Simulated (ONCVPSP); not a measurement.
Ag (Z = 47), ONCV: configuration errors across variants

```json
{
 "Element": "Ag (Z = 47)",
 "Generator": "ONCVPSP 4.0.1",
 "Type": "optimised norm-conserving Vanderbilt (ONCV)",
 "Functional": "PBEsol",
 "Relativity": "scalar-relativistic",
 "Frozen core": "[Ar] 3d10",
 "Valence charge": "19",
 "Reference configuration": "4s2 4p6 4d10 5s0.5 (charge +0.5)",
 "Partial waves": "4s+5s: rc 1.75 bohr, ncon 4, nbas 7, qcut 8.5 1/bohr, 3 projectors, debl 0.4 Ha; 4p: rc 1.65 bohr, ncon 4, nbas 6, qcut 7.4 1/bohr, 3 projectors, debl 2.6 Ha; 4d: rc 1.20 bohr, ncon 4, nbas 7, qcut 7.3 1/bohr, 2 projectors, debl 1.2 Ha",
 "Local potential": "polynomial inside 0.95 bohr (lpopt 5, dvloc0 0 Ha)",
 "Core correction": "Teter function fitted to the true core (icmod 2), fcfact 0.65"
}
```

All-electron excitation energies from the reference (eV): (1) 4s2 4p6 4d10 5s1 -3.020; (2) 4s2 4p6 4d10 5s0 4.726; (3) 4s2 4p6 4d9 5s0 26.840; (4) 4s2 4p6 4d9 5s1 5p1 5.587.

A true bound ghost makes a file unfit for plane-wave use even where its test errors are small: the radial tests pick states by their node count and pass the ghost by.

Errors AE − PS in meV (a dash: test not solved or not reliable):

```csv
change,(1),(2),(3),(4),bound ghosts,GHOST(+) flags above zero
base,+0.4,-1.1,-2.4,-0.1,none,s
d: qcut 4.2,+0.4,-1.2,-1.6,0.0,d,s
d: qcut 5.4,+0.4,-1.2,-2.0,-0.2,d,s
d: qcut 6.1,+0.4,-1.1,-2.2,-0.2,d,s
d: qcut 7.1,+0.4,-1.1,-2.3,-0.1,none,s
d: qcut 7.7,+0.4,-1.1,-2.4,-0.1,none,s
d: qcut 8.7,+0.4,-1.1,-2.4,0.0,none,s
d: qcut 9.2,+0.4,-1.1,-2.4,0.0,none,s
d: qcut 9.9,+0.4,-1.1,-2.4,0.0,none,s
```

**Question.** Give the same row for: d: qcut 10.8.

**Answer.** +0.4, -1.1, -2.5, 0.0; bound ghosts: none; GHOST(+) flags above zero: s.
